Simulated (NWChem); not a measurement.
System: CH₆BeGe; SMILES [CH3][Be][GeH3]

Here is an NWChem input.

```
start job
memory heap 200 mb stack 900 mb global 1100 mb
geometry units angstroms noautoz
  Be     0.000000     0.000000     1.271425
  C      0.000000     0.000000     2.947516
  H     -0.187634    -1.006195     3.364393
  H     -0.777573     0.665594     3.364393
  H      0.965208     0.340602     3.364393
  Ge     0.000000     0.000000    -0.934462
  H     -0.111702     1.419572    -1.537611
  H      1.285237    -0.613050    -1.537611
  H     -1.173535    -0.806523    -1.537611
end
basis spherical
  * library 6-31g*
end
dft
  xc m06-2x
  iterations 150
  mulliken
end
task dft energy
```

NWChem printed, in part:

```
             Northwest Computational Chemistry Package (NWChem) 7.3.0
             --------------------------------------------------------

 C3  symmetry detected

                             Geometry "geometry" -> ""
                             -------------------------

 Output coordinates in angstroms (scale by  1.889725989 to convert to a.u.)

  No.       Tag          Charge          X              Y              Z
 ---- ---------------- ---------- -------------- -------------- --------------
    1 Be                   4.0000     0.00000000     0.00000000     1.30583421
    2 C                    6.0000     0.00000000     0.00000000     2.98192521
    3 H                    1.0000     0.00000018     1.02354063     3.39880221
    4 H                    1.0000     0.88641209    -0.51177047     3.39880221
    5 H                    1.0000    -0.88641228    -0.51177016     3.39880221
    6 Ge                  32.0000     0.00000000    -0.00000000    -0.90005279
    7 H                    1.0000     0.37004302    -1.37503875    -1.50320179
    8 H                    1.0000    -1.37584000     0.36705271    -1.50320179
    9 H                    1.0000     1.00579697     1.00798603    -1.50320179

 Effective nuclear repulsion energy (a.u.)     126.6434395424

      Symmetry information
      --------------------

 Group name             C3
 Group number              5
 Group order               3
 No. of unique centers     5

                                 NWChem DFT Module
                                 -----------------

 Summary of "ao basis" -> "ao basis" (spherical)
 ------------------------------------------------------------------------------
       Tag                 Description            Shells   Functions and Types
 ---------------- ------------------------------  ------  ---------------------
 Be                          6-31g*                  6       14   3s2p1d
 C                           6-31g*                  6       14   3s2p1d
 H                           6-31g*                  2        2   2s
 Ge                          6-31g*                 12       32   5s4p3d

      Symmetry analysis of basis
      --------------------------

        a          28
        e+         22
        e-         22

  Rotation of axis

            General Information
            -------------------
          SCF calculation type: DFT
          Wavefunction type:  closed shell.
          No. of atoms     :     9
          No. of electrons :    48
           Alpha electrons :    24
            Beta electrons :    24
          Charge           :     0
          Spin multiplicity:     1
          Use of symmetry is: on ; symmetry adaption is: on
          Maximum number of iterations: 150
          AO basis - number of functions:    72
                     number of shells:    36
          Convergence on energy requested:  1.00D-06
          Convergence on density requested:  1.00D-05
          Convergence on gradient requested:  5.00D-04

              XC Information
              --------------
                       M06-2X Method XC Functional
                     Hartree-Fock (Exact) Exchange  0.540
                        M06-2X Exchange Functional  1.000
                      M06-2X Correlation Potential  1.000

             Grid Information
             ----------------
          Grid used for XC integration:  medium
          Radial quadrature: Mura-Knowles
          Angular quadrature: Lebedev.
          Tag              B.-S. Rad. Rad. Pts. Rad. Cut. Ang. Pts.
          ---              ---------- --------- --------- ---------
          Be                  1.05       49          10.0       434
          C                   0.70       49          12.0       434
          H                   0.35       45          13.0       434
          Ge                  1.25      112          11.0       590
          Grid pruning is: on
          Number of quadrature shells:   300
          Spatial weights used:  Erf1

      Superposition of Atomic Density Guess
      -------------------------------------

 Sum of atomic energies:       -2130.23784989

      Non-variational initial energy
      ------------------------------

 Total energy =   -2131.428855
 1-e energy   =   -3218.039220
 2-e energy   =     959.966925
 HOMO         =      -0.285079
 LUMO         =       0.043224

      Symmetry analysis of molecular orbitals - initial
      -------------------------------------------------

  Numbering of irreducible representations:

     1 a           2 e+          3 e-

  Orbital symmetries:

     1 a           2 a           3 a           4 e+          5 e+
     6 a           7 a           8 e+          9 e+         10 a
    11 a          12 e+         13 e+         14 a          15 e+
    16 e+         17 a          18 a          19 e+         20 e+
    21 a          22 e+         23 e+         24 a          25 e+
    26 e+         27 a          28 a          29 e+         30 e+
    31 a          32 e+         33 e+         34 a

     ---------------------------------------------
      Total Density - Mulliken Population Analysis
     ---------------------------------------------

    Atom       Charge   Shell Charges
 -----------   ------   -------------------------------------------------------
    1 Be   4     3.43   2.00  0.49  0.46  0.46 -0.01  0.02
    2 C    6     7.05   2.00  0.74  2.16  0.70  1.44  0.02
    3 H    1     0.75   0.45  0.30
    4 H    1     0.75   0.45  0.30
    5 H    1     0.75   0.45  0.30
    6 Ge  32    32.28   2.00  2.00  6.00  2.00  5.99  1.23  2.10  0.21  0.65  6.87  2.97  0.25
    7 H    1     1.00   0.45  0.55
    8 H    1     1.00   0.45  0.55
    9 H    1     1.00   0.45  0.55

   convergence    iter        energy       DeltaE   RMS-Dens  Diis-err
 ---------------- ----- ----------------- --------- --------- ---------
 d= 0,ls=0.0,diis     1  -2133.0859065142 -2.26D+03  7.70D-03  2.02D-01
 d= 0,ls=0.0,diis     2  -2133.1120538502 -2.61D-02  2.42D-03  4.85D-02
 d= 0,ls=0.0,diis     3  -2133.1166902674 -4.64D-03  8.69D-04  9.12D-03
 d= 0,ls=0.0,diis     4  -2133.1177359807 -1.05D-03  2.31D-04  2.44D-05
 d= 0,ls=0.0,diis     5  -2133.1177439253 -7.94D-06  3.56D-05  2.47D-06
 d= 0,ls=0.0,diis     6  -2133.1177445461 -6.21D-07  6.10D-06  8.89D-08

         Total DFT energy =    -2133.117744546139
      One electron energy =    -3221.475284753812
           Coulomb energy =     1051.288068197767
    Exchange-Corr. energy =      -89.573967532495
 Nuclear repulsion energy =      126.643439542401

 Numeric. integr. density =       47.999961116962

                  Occupations of the irreducible representations
                  ----------------------------------------------

                     irrep           alpha         beta
                     --------     --------     --------
                     a                12.0         12.0
                     e+               12.0         12.0
                     e-                0.0          0.0

                       DFT Final Molecular Orbital Analysis
                       ------------------------------------

 Vector   22  Occ=2.000000D+00  E=-3.786154D-01  Symmetry=e+
              MO Center= -2.6D-01, -3.8D-01, -1.3D+00, r^2= 2.3D+00
   Bfn.  Coefficient  Atom+Function         Bfn.  Coefficient  Atom+Function
  ----- ------------  ---------------      ----- ------------  ---------------
    46      0.339289  6 Ge py                45     -0.282334  6 Ge px
    68     -0.250225  7 H  s                 67     -0.244535  7 H  s
    70      0.224797  8 H  s                 69      0.219685  8 H  s
    42     -0.142971  6 Ge py                41      0.118971  6 Ge px
    50      0.077967  6 Ge py                49     -0.064884  6 Ge px

 Vector   23  Occ=2.000000D+00  E=-3.739225D-01  Symmetry=a
              MO Center=  2.0D-15,  2.3D-14,  2.1D+00, r^2= 2.6D+00
   Bfn.  Coefficient  Atom+Function         Bfn.  Coefficient  Atom+Function
  ----- ------------  ---------------      ----- ------------  ---------------
    19      0.404982  2 C  pz                23      0.243841  2 C  pz
     6     -0.231300  1 Be s                  2     -0.218925  1 Be s
    47     -0.182501  6 Ge pz                 1      0.171802  1 Be s
     5     -0.130624  1 Be pz                30      0.079498  3 H  s
    32      0.079498  4 H  s                 34      0.079498  5 H  s

 Vector   24  Occ=2.000000D+00  E=-3.159923D-01  Symmetry=a
              MO Center= -5.1D-16, -6.7D-17,  2.3D-01, r^2= 3.5D+00
   Bfn.  Coefficient  Atom+Function         Bfn.  Coefficient  Atom+Function
  ----- ------------  ---------------      ----- ------------  ---------------
    47      0.449574  6 Ge pz                 5     -0.329263  1 Be pz
    19      0.221302  2 C  pz                43     -0.186501  6 Ge pz
    44     -0.136477  6 Ge s                 51      0.135309  6 Ge pz
    23      0.131343  2 C  pz                68     -0.104076  7 H  s
    70     -0.104076  8 H  s                 72     -0.104076  9 H  s

 Vector   25  Occ=0.000000D+00  E= 3.039204D-03  Symmetry=e+
              MO Center= -2.6D-03, -2.8D-05,  8.8D-01, r^2= 3.9D+00
   Bfn.  Coefficient  Atom+Function         Bfn.  Coefficient  Atom+Function
  ----- ------------  ---------------      ----- ------------  ---------------
     7      0.514133  1 Be px                70      0.349490  8 H  s
     3      0.317384  1 Be px                 8     -0.287973  1 Be py
    68     -0.252351  7 H  s                 49      0.225663  6 Ge px
    32     -0.192261  4 H  s                  4     -0.177873  1 Be py
    50     -0.126945  6 Ge py                34      0.099001  5 H  s

 Vector   26  Occ=0.000000D+00  E= 3.039204D-03  Symmetry=e+
              MO Center=  2.6D-03,  2.8D-05,  8.8D-01, r^2= 3.9D+00
   Bfn.  Coefficient  Atom+Function         Bfn.  Coefficient  Atom+Function
  ----- ------------  ---------------      ----- ------------  ---------------
     8      0.514133  1 Be py                72     -0.347473  9 H  s
     4      0.317384  1 Be py                 7      0.287973  1 Be px
    68      0.257861  7 H  s                 50      0.225663  6 Ge py
     3      0.177873  1 Be px                30     -0.168160  3 H  s
    34      0.164846  5 H  s                 49      0.126945  6 Ge px

 Vector   27  Occ=0.000000D+00  E= 8.062426D-02  Symmetry=a
              MO Center=  1.9D-15, -8.0D-15,  1.0D+00, r^2= 6.5D+00
   Bfn.  Coefficient  Atom+Function         Bfn.  Coefficient  Atom+Function
  ----- ------------  ---------------      ----- ------------  ---------------
    48     -1.415431  6 Ge s                 20      1.382209  2 C  s
     9     -1.156761  1 Be pz                44     -0.922405  6 Ge s
     6     -0.784878  1 Be s                 23     -0.348790  2 C  pz
    40      0.159010  6 Ge s                 47      0.136487  6 Ge pz
    51     -0.125071  6 Ge pz                30     -0.121726  3 H  s

     ---------------------------------------------
      Total Density - Mulliken Population Analysis
     ---------------------------------------------

    Atom       Charge   Shell Charges
 -----------   ------   -------------------------------------------------------
    1 Be   4     3.57   2.00  0.43  0.68  0.34  0.10  0.03
    2 C    6     6.70   2.00  0.65  2.10  0.66  1.27  0.02
    3 H    1     0.83   0.51  0.32
    4 H    1     0.83   0.51  0.32
    5 H    1     0.83   0.51  0.32
    6 Ge  32    32.24   2.00  2.00  6.00  2.00  5.99  1.17  2.25  0.19  0.52  6.90  2.92  0.31
    7 H    1     1.00   0.48  0.52
    8 H    1     1.00   0.48  0.52
    9 H    1     1.00   0.48  0.52

     -------------------------------------------
      Total Density - Lowdin Population Analysis
     -------------------------------------------

    Atom       Charge   Shell Charges
 -----------   ------   -------------------------------------------------------
    1 Be   4     3.93   1.98  0.42  0.64  0.37  0.44  0.08
    2 C    6     6.50   1.99  0.53  1.89  0.45  1.60  0.04
    3 H    1     0.84   0.48  0.37
    4 H    1     0.84   0.48  0.37
    5 H    1     0.84   0.48  0.37
    6 Ge  32    32.08   2.00  2.00  5.99  1.98  5.90  0.78  1.97  0.34  0.95  6.70  3.05  0.42
    7 H    1     0.99   0.47  0.52
    8 H    1     0.99   0.47  0.52
    9 H    1     0.99   0.47  0.52

     Multipole analysis of the density
     ---------------------------------

     L   x y z        total         alpha         beta         nuclear
     -   - - -        -----         -----         ----         -------
     0   0 0 0     -0.000000    -24.000000    -24.000000     48.000000

     1   1 0 0     -0.000000     -0.000000     -0.000000      0.000000
     1   0 1 0     -0.000000     -0.000000     -0.000000     -0.000000
     1   0 0 1      0.569393      0.284696      0.284696      0.000000

     2   2 0 0    -24.148886    -20.311011    -20.311011     16.473135
     2   1 1 0     -0.000000     -0.000000     -0.000000      0.000000
     2   1 0 1      0.000000      0.000000      0.000000      0.000000
     2   0 2 0    -24.148886    -20.311011    -20.311011     16.473135
     2   0 1 1     -0.000000     -0.000000     -0.000000      0.000000
     2   0 0 2    -26.798040   -241.107109   -241.107109    455.416177
```

Level: M06-2X/6-31G* (spherical d). Geometry: optimised at PBE0/def2-SVP.
